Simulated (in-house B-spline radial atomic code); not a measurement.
Response of Cl VIII (Cl7+) as one setting changes: the share of exact exchange in a PBE hybrid. A dash marks a strongly mixed or unbound state. Computed with a B-spline radial code for spherical atoms: linear response of the closed shell [He] 2s2 2p6 with the functional's adiabatic kernel; non-relativistic, point nucleus, no spin-orbit coupling, no double excitations, S, P, D and F terms only. Only terms of natural parity with L up to 3 were computed.

```tsv
share of exact exchange in a PBE hybrid	lowest 1P (eV)	lowest 3P, Tamm-Dancoff (eV)	minus highest occupied level (eV)	α (bohr³)
0	2p → 3s 202.17	2p → 3s 200.68	323.06	0.05286
0.1	2p → 3s 203.35	2p → 3s 201.84	325.92	0.05267
0.2	2p → 3s 204.52	2p → 3s 202.99	328.79	0.05248
0.3	2p → 3s 205.70	2p → 3s 204.14	331.66	0.05229
0.4	2p → 3s 206.86	2p → 3s 205.29	334.53	0.0521
0.5	2p → 3s 208.03	2p → 3s 206.43	337.40	0.05192
0.6	2p → 3s 209.19	2p → 3s 207.57	340.28	0.05174
0.7	2p → 3s 210.34	2p → 3s 208.71	343.15	0.05156
0.8	?	?	?	?
0.9	?	?	?	?
1	2p → 3s 213.79	2p → 3s 212.10	351.78	0.05103
```

**Question.** What belongs in the row for 0.8?

**Answer.** lowest 1P (eV): 2p → 3s 211.50; lowest 3P, Tamm-Dancoff (eV): 2p → 3s 209.84; minus highest occupied level (eV): 346.03; α (bohr³): 0.05138.

**Question.** What belongs in the row for 0.9?

**Answer.** lowest 1P (eV): 2p → 3s 212.64; lowest 3P, Tamm-Dancoff (eV): 2p → 3s 210.97; minus highest occupied level (eV): 348.90; α (bohr³): 0.05121.
